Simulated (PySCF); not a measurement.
Polarisability and C₆ of Ar⁺ (argon, charge +1)

[Ne] 3s2 3p5, 2P determinant. Calculation: PySCF 2.14, in dyall-acv3z (19s12p6d4f, 113 functions); scalar relativity by spin-free X2C-1e. Coupled (time-dependent) response in atomic units; α is the mean over directions.

```csv
method,mean α (bohr³),"α xx, yy, zz",C₆ (like pair),S(−4)
UHF,6.772,"6.632, 6.842, 6.842",30.43,9.465
PBE,7.044,"6.820, 7.155, 7.155",31.94,10.65
PBE0,6.918,"6.725, 7.015, 7.015",31.22,10.11
HSE06,6.925,"6.728, 7.024, 7.024",31.25,10.13
```

S(−4) is the Cauchy moment in α(ω) = α(0) + S(−4) ω² + …

α(iu) at PBE0:

```
u (hartree)  α(iu) (bohr³)
          0          6.918
     0.0500          6.893
      0.100          6.819
      0.200          6.539
      0.300          6.126
      0.500          5.119
      0.750          3.911
       1.00          2.967
       1.50          1.793
       2.00          1.177
       3.00         0.6186
       5.00         0.2679
```

For an ion, C₆ is the dispersion term alone; charge-induced terms of lower order in 1/R come first.

The components differ because the open shell of this determinant is not spherical; for a pure term their mean is the scalar polarisability.
